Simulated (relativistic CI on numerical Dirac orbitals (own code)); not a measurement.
## Crystal-field levels of Tc3+, 4d4

Calculated by Dirac-Coulomb-Breit CI, separate exchange-only KLI orbitals for each configuration, QED by a radiative potential, valence Slater integrals scaled by 0.85, one configuration in a parametric crystal field (own radial code).

Field parameters in Wybourne normalisation: D3d B²₀ = −7Dσ, B⁴₀ = −14Dq − 21Dτ, B⁴₃ = −14√(10/7) Dq. The field is a parameter set, without covalency.

S is read from ⟨S²⟩ = S(S + 1).

Levels (cm⁻¹, degeneracy): 0 (1), 488 (2), 1010 (1), 1638 (2), 1659 (1), 1863 (2), 3353 (1), 3504 (1), 3632 (2), 3771 (2), 3831 (2), 3838 (1).

Which field gives this pattern?
A. D3d, 10Dq = 20200, Dσ = 1200, Dτ = -190 cm⁻¹
B. D3d, 10Dq = 20200, Dσ = 980, Dτ = -190 cm⁻¹
C. D3d, 10Dq = 20200, Dσ = -110, Dτ = -190 cm⁻¹
D. D3d, 10Dq = 20200, Dσ = 110, Dτ = -190 cm⁻¹

B. D3d, 10Dq = 20200, Dσ = 980, Dτ = -190 cm⁻¹, ground level with S = 1.16.
